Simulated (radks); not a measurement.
Results of a calculation; reference values are marked as such.
Charge is removed step by step from the 2p down level of S, starting from [He] 2s2 2p(up 3, down 3) 3s2 3p4. Level of theory: scalar-relativistic Kohn-Sham, BLYP, spin-polarised, spherical densities, point nucleus; open shells are filled with parallel spins first (a radial shooting solver on a logarithmic mesh with Libxc functionals).

| removed (e) | E - E(0) (eV) | eigenvalue (eV) | E minus straight line (eV) |
|---|---|---|---|
| 0 | 0.000 | -156.19 | 0.000 |
| 0.1 | 15.772 | -159.31 | -1.457 |
| 0.2 | 31.857 | -162.46 | -2.601 |
| 0.3 | 48.259 | -165.66 | -3.427 |
| 0.4 | 64.984 | -168.89 | -3.931 |
| 0.5 | 82.033 | -172.16 | -4.111 |
| 0.6 | 99.412 | -175.47 | -3.961 |
| 0.7 | 117.12 | -178.82 | -3.478 |
| 0.8 | 135.17 | -182.20 | -2.660 |
| 0.9 | 153.56 | -185.61 | -1.501 |
| 1 | 172.29 | -189.06 | 0.000 |

Removing the whole electron costs 172.29 eV by Delta-SCF, against 156.19 eV from minus the eigenvalue at the starting occupation. Slater's transition state (half an electron removed) gives 172.16 eV. Integrating minus the eigenvalue over the occupation (Janak's theorem) gives 172.32 eV. In this scalar-relativistic scheme the density is built from large components alone, so the theorem holds only approximately. The mean slope of the eigenvalue, de/dn, is 32.9 eV per electron.
